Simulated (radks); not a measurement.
Question: These are the eigenvalues of the occupied orbitals of an atom or ion with whole-number occupations (eV). All-electron calculation, Dirac Kohn-Sham, PBE, spin-unpolarised, spherical densities, point nucleus. Program: a radial shooting solver on a logarithmic mesh with Libxc functionals.

| orbital | eigenvalue |
|---|---|
| 1s1/2 | -7610.557 |
| 2s1/2 | -917.4374 |
| 2p1/2 | -798.3619 |
| 2p3/2 | -783.5350 |
| 3s1/2 | -121.4207 |
| 3p1/2 | -85.9223 |
| 3p3/2 | -84.0754 |
| 3d3/2 | -27.1548 |
| 3d5/2 | -26.9569 |

Which element is it, and in what charge state? The configuration may be excited. Open shells, if any, fill j = l - 1/2 first.

Answer: Z = 27, cobalt, charge +2: Co2+ in [Ar] 3d7. The list shows which subshells hold electrons but not how many an open one holds; the 1s level, -279.68 hartree, gives Z - s = 23.7 by -(Z - s)^2/2, which with screening and relativity narrows Z to a few neighbours, and the depths of the outer levels then fix element, charge and occupations together.
